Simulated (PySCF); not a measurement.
PySCF input:

```python
from pyscf import gto, scf, dft

mol = gto.M(
    atom='''
    Al   -0.39477180   -0.54907430   -0.26729586
    C     0.64014884    0.89036065    0.43343808
    H     0.45300292    0.99825514    1.50513264
    H     0.37166754    1.82323757   -0.06940631
    H     1.70458499    0.69636029    0.27680607
    H    -1.23811508   -1.72205100   -0.83831477
    ''',
    basis='def2-tzvpd',
    charge=1,
    spin=0,
    verbose=4,
)

mf = dft.RKS(mol, xc='mn15').density_fit(auxbasis='def2-universal-jkfit')
mf.grids.level = 4
mf.conv_tol = 1e-9
mf.max_cycle = 100
mf.max_memory = 1500
mf.kernel()
if not mf.converged:
    mf = mf.newton()
    mf.kernel(mf.make_rdm1())
mf.analyze()
```

Question: Predict the final energy.

Answer: -282.51360 Eh (MN15/def2-TZVPD).

It need not be the lowest isomer of its formula.
